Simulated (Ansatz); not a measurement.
Total energies of Cl2H4In2, SMILES `[Cl+]1[InH2-][Cl+][InH2-]1`.

Cartesian coordinates in Å:
```
Cl -0.700 -1.513 0.581
In 0.576 0.392 1.715
Cl 0.702 1.512 -0.581
In -0.576 -0.392 -1.715
H -0.624 1.266 2.541
H 2.136 -0.237 1.960
H -2.136 0.238 -1.958
H 0.623 -1.266 -2.543
```

Total charge 0; spin multiplicity 1. Correlated methods include outer-core shells of In, which these sets cover unevenly. In takes the def2 core potential. The geometry is a stationary point of PBE0-D4/def2-TZVP. Basis def2-TZVPP, Ansatz.

RPA on PBE orbitals: Hartree–Fock energy of these orbitals -1299.80827 Eh, correlation -1.51546 Eh (frozen core).

```json
{"functional": "LDA (SPW92)", "energy without D4 (Eh)": "-1299.55793", "D4 term (kJ/mol)": "–"}
{"functional": "PBE", "energy without D4 (Eh)": "-1302.81590", "D4 term (kJ/mol)": "-24.9"}
{"functional": "revPBE", "energy without D4 (Eh)": "-1303.12620", "D4 term (kJ/mol)": "-52.5"}
{"functional": "r2SCAN", "energy without D4 (Eh)": "-1303.28916", "D4 term (kJ/mol)": "-5.6"}
{"functional": "PBE0", "energy without D4 (Eh)": "-1302.89638", "D4 term (kJ/mol)": "-21.5"}
{"functional": "B3LYP", "energy without D4 (Eh)": "-1303.37170", "D4 term (kJ/mol)": "-40.8"}
{"functional": "CAM-B3LYP", "energy without D4 (Eh)": "-1303.18752", "D4 term (kJ/mol)": "-22.8"}
{"functional": "ωB97X-V", "energy without D4 (Eh)": "-1303.03200", "D4 term (kJ/mol)": "–"}
{"functional": "B2PLYP", "energy without D4 (Eh)": "-1302.50883", "D4 term (kJ/mol)": "–"}
{"functional": "PBE-QIDH", "energy without D4 (Eh)": "-1302.32546", "D4 term (kJ/mol)": "–"}
```

Task: Give the same for BLYP, B97M-V, r2SCANh, r2SCAN0, HSE06 (plane-wave form), BHLYP, LC-ωPBE, ωB97M-V. (Best estimate.)

Result: The calculation gave: 
```
             functional  energy without D4 (Eh)  D4 term (kJ/mol)
                   BLYP             -1303.09110             -50.8
                 B97M-V             -1302.98546                 –
                r2SCANh             -1303.25892              -6.2
                r2SCAN0             -1303.21521              -7.0
HSE06 (plane-wave form)             -1302.87739             -20.7
                  BHLYP             -1303.04316             -41.0
                LC-ωPBE             -1303.02048                 –
                ωB97M-V             -1303.04524                 –
```

B3LYP takes the VWN-RPA correlation (the form of Gaussian; ORCA's B3LYP/G). HSE06 is the plane-wave form, built on full-range PBE exchange. The double hybrids freeze the cores in their second-order part.

LC-ωPBE has ω = 0.4 bohr⁻¹.
